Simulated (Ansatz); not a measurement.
Geometry optimisation, RHF/def2-SVP in Ansatz 0.2.0.

Input file:

```yaml
crystal:
  periodic: [false, false, false]
  atoms:
    - { symbol: Cl, position_ang: [0.9718, -0.9674, 1.8399] }
    - { symbol: C, position_ang: [-0.2168, -0.4738, 0.5333] }
    - { symbol: Cl, position_ang: [-1.8865, -1.1604, 0.546] }
    - { symbol: B, position_ang: [-0.0712, 1.0845, 0.0906] }
    - { symbol: C, position_ang: [0.3672, -0.1935, -0.8036] }
    - { symbol: H, position_ang: [-0.3267, 2.2424, 0.2724] }
    - { symbol: H, position_ang: [1.4984, -0.2263, -0.8614] }
    - { symbol: H, position_ang: [-0.2441, -0.3626, -1.6731] }
basis:
  gaussian: { orbitals: def2-SVP }
hamiltonian:
  xc: hf
relax:
  f_tol: 0.02
  max_steps: 40
scf:
  lower_state_search: "off"
```

Run as:

```bash
$ ansatz run input.yaml --threads 1 --pin off --max-ram 2048MiB --backend cpu --events-out ev --progress --plain --runs-dir out
```

Q: Where does it end, and by what steps?

A: The forces met the threshold. After 6 steps the energy has fallen by 0.475 eV; C5 moved furthest, 0.10 Å.

```csv
step,energy less start (eV),largest force component (eV/Å),accepted
0,0.0000,2.822,yes
1,-0.3649,1.047,yes
2,-0.4491,0.750,yes
3,-0.4710,0.346,yes
4,-0.4746,0.060,yes
5,-0.4747,0.022,yes
6,-0.4748,0.010,yes
```

```xyz
8
Properties=species:S:1:pos:R:3
Cl 0.882 -0.972 1.813
C -0.218 -0.400 0.558
Cl -1.803 -1.176 0.578
B -0.112 1.063 0.081
C 0.386 -0.097 -0.806
H -0.303 2.210 0.303
H 1.452 -0.277 -0.911
H -0.192 -0.407 -1.672
```

Run time: 11 s on 1 thread of Arm Neoverse V2, on a shared host, peak memory 0.17 GiB.
